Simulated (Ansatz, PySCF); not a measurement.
Complex: CH3Cl (SMILES CCl) (first 5 atoms) with H2 (SMILES [H][H]); geometry from B3LYP-D3(BJ)/def2-TZVP, rigid monomers moved along the line of their centres of mass till Cl2···H7 is 2.70 Å.
(charge 0, multiplicity 1):
```tsv
atom	x (Å)	y (Å)	z (Å)
C	-0.2693	1.0804	-0.4277
Cl	-0.1522	-0.7034	-0.2695
H	-1.1997	1.3174	-0.9347
H	-0.2559	1.5117	0.5687
H	0.5809	1.4279	-1.0066
H	-0.1045	0.3764	2.9504
H	-0.0974	-0.0795	2.3612
```

Interaction energies are E(AB) − E(A) − E(B) at the monomers' geometry in the complex; basis-set methods are counterpoise corrected.

Frozen-core correlation. CBS(a, b) extrapolates the correlation energy as X⁻³ and adds the Hartree–Fock energy of set b.

Run with Ansatz (Gaussian basis) for Hartree–Fock, density functionals and correlated methods; PySCF for the dispersion terms. Each number belongs to the level named beside it.

PBE/def2-TZVPPD gives -0.22 kcal/mol for the interaction energy.

**Question.** Where do these levels fall relative to PBE: PBE-D3(BJ)/def2-TZVPPD, r2SCAN/def2-TZVPPD, B3LYP/def2-TZVPPD, wB97M-V/def2-TZVPPD, MP2/CBS(aug-cc-pV(D+d)Z, aug-cc-pV(T+d)Z), CCSD(T)/CBS(aug-cc-pV(D+d)Z, aug-cc-pV(T+d)Z).

**Answer.** PBE-D3(BJ)/def2-TZVPPD -0.52; r2SCAN/def2-TZVPPD 0.21; B3LYP/def2-TZVPPD 0.65; wB97M-V/def2-TZVPPD -0.13; MP2/CBS(aug-cc-pV(D+d)Z, aug-cc-pV(T+d)Z) -0.23; CCSD(T)/CBS(aug-cc-pV(D+d)Z, aug-cc-pV(T+d)Z) -0.22 kcal/mol. 2 of 6 lie above PBE; the widest gap is to B3LYP/def2-TZVPPD.

Ansatz is a program for electronic structure.
